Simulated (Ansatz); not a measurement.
Consider the hydrogenolysis of the Si–Cl bond: `O[Si@]1(Cl)O[C@@H]1F` + H₂ → `O[Si@H]1O[C@H]1F` + HCl.

Calculated with Ansatz (gas phase, PBE0-D4/def2-TZVP geometries, no zero-point term in ΔE). CCSD(T)/CBS is the MP2 limit (def2-TZVPP, def2-QZVPP) plus CCSD(T) − MP2 in def2-TZVPP, frozen cores. This one scheme is used for every species. DFT in def2-TZVPP. One conformer a species, not always the lowest.

| species | BLYP energy (Eh) |
| --- | --- |
| `O[Si@]1(Cl)O[C@@H]1F` | -1039.49115 |
| H₂ | -1.16959 |
| `O[Si@H]1O[C@H]1F` | -579.82194 |
| HCl | -460.81404 |

Task: Work out ΔE.

Result: ΔE = (-579.82194) + (-460.81404) − (-1039.49115) − (-1.16959) = 0.02476 Eh = +65.0 kJ/mol. CCSD(T)/CBS gives +74.9 kJ/mol.

Largest T1 diagnostic among the species: 0.014.

In def2-TZVPP, CCSD(T) changes the Hartree–Fock value by +10.9 kJ/mol (the triples alone add +4.1 kJ/mol) and MP2 by +19.7 kJ/mol. At CCSD(T), def2-SVP lies −15.4 kJ/mol from the extrapolated value and def2-TZVPP −3.3 kJ/mol.
